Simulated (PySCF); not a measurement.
This script is equivalent to a calculation on Cd+ (cadmium, charge +1).

```python
from pyscf import gto, scf, dft, mp, cc
import basis_set_exchange as bse
txt = bse.get_basis("def2-TZVPPD", elements=["Cd"], fmt="nwchem", header=False)
cut = txt.index("\nECP")
mol = gto.M(atom="Cd 0 0 0", charge=1, spin=1, symmetry="D2h",
            basis=gto.basis.parse(txt[:cut]),
            ecp={"Cd": gto.basis.parse_ecp(txt[cut:])})
mf = dft.UKS(mol, xc="HYB_MGGA_XC_R2SCAN0")
mf.irrep_nelec = {'Ag': (4, 3), 'B1g': (1, 1), 'B2g': (1, 1), 'B3g': (1, 1), 'B1u': (1, 1), 'B2u': (1, 1), 'B3u': (1, 1)}
mf.kernel()
```

Q: What total energy does it give?

A: -167.476 hartree (calculated).

Q: Which occupied shell lies highest, and where?

A: 5s α, at -14.526 eV.

Q: What is ⟨S²⟩, and what would a pure spin state give?

A: 0.751, against 0.75.

Energies and moments cover only the electrons outside the core potential.
